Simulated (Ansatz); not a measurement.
Relaxation of BrCl3FGeH (7 atoms, charge 0, multiplicity 1), to a largest force component of 0.03 eV/Å in at most 50 steps.

All numbers below come from RKS B3LYP/def2-SVP in Ansatz.

```xyz
7
Properties=species:S:1:pos:R:3:forces:R:3
Ge 0.172 0.000 -0.167 0.37 0.00 -1.03
F 0.156 0.000 1.543 -0.05 0.00 0.88
Cl 2.253 0.000 -0.680 0.01 0.00 -0.02
Cl -0.717 1.802 -0.888 -0.01 -0.08 0.00
Cl -0.717 -1.802 -0.888 -0.01 0.08 0.00
Br -3.065 0.000 1.436 0.95 0.00 1.00
H -1.828 0.000 2.285 -1.25 0.00 -0.84
```

Where does it end, and by what steps?

It converged. The force dipped under the threshold on the way, but the program's further checks kept it going. After 20 steps the energy has fallen by 0.196 eV; Br6 moved furthest, 1.45 Å.

```csv
step,energy less start (eV),largest force component (eV/Å),accepted
0,0.0000,1.250,yes
1,-0.1323,0.356,yes
2,-0.1535,0.072,yes
3,-0.1626,0.075,yes
4,-0.1637,0.754,yes
5,-0.1780,0.212,yes
6,-0.1852,0.059,yes
7,-0.1867,0.119,yes
8,-0.1891,0.097,yes
9,-0.1891,0.098,yes
10,-0.1888,0.396,no
11,-0.1914,0.080,yes
12,-0.1920,0.160,yes
13,-0.1926,0.209,yes
14,-0.1945,0.073,yes
15,-0.1949,0.035,yes
16,-0.1952,0.095,yes
17,-0.1956,0.027,yes
18,-0.1958,0.006,yes
19,-0.1959,0.068,yes
20,-0.1960,0.028,yes
```

```xyz
7
Properties=species:S:1:pos:R:3
Ge 0.339 0.002 -0.466
F -0.326 0.000 1.142
Cl 2.460 -0.003 -0.256
Cl -0.365 1.765 -1.435
Cl -0.360 -1.764 -1.434
Br -3.395 0.000 2.849
H -2.098 0.000 2.240
```

Whether the end is a true minimum wasn't checked by a vibrational analysis.

Time of the run: 43 s on 4 threads of Intel(R) Xeon(R) 6975P-C (Granite Rapids) (shared host), peak memory 0.48 GiB.
